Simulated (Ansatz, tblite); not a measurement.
Cost and result up the ladder for VOF3 (5 atoms). Charge 0, multiplicity 1. Geometry: PBE0-D4/def2-SVP.

Cartesian coordinates in Å:
```
V 0.0113 -0.0080 -0.0020
O 1.2503 -0.8812 -0.2243
F -1.3126 -1.0274 0.3038
F -0.2535 0.9105 -1.4062
F 0.3045 1.0061 1.3288
```

Ansatz on 4 threads of Arm Neoverse V1 on a shared host; xTB runs through tblite on one thread. Times are rough, summed over both states, and most runs start from the orbitals of an earlier one. PBE0-D4/def2-TZVP serves as the yardstick here, not as an exact answer. The other state is a doublet.

The xTB rows come from tblite.

Raw xTB energies of ions are shifted by several eV.

```csv
level,functions,wall time,vertical IE (eV),difference from PBE0-D4/def2-TZVP (eV)
GFN1-xTB,25,0.006 s,20.78,7.00
GFN2-xTB,25,0.006 s,18.83,5.05
PBE-D4/def2-TZVP,169,5.8 s,13.32,-0.46
PBE0-D4/def2-TZVP (with forces),169,12 s,13.78,0.00
```
